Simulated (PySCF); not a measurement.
A structure optimised at B3LYP-D3(BJ)/def2-SVP, used in a PySCF frequency run:

```
Zr
Cl 1 2.2740
Cl 1 2.2740 2 109.30
Cl 1 2.2740 2 109.30 3 119.58
```
Charge +1, spin multiplicity 1.

Write its SMILES, formula and point group.

[Cl][Zr+]([Cl])[Cl], Cl3Zr, C3v

What are its rotational constants (standard atomic weights)?

1.8540, 1.8540, 1.0361 GHz
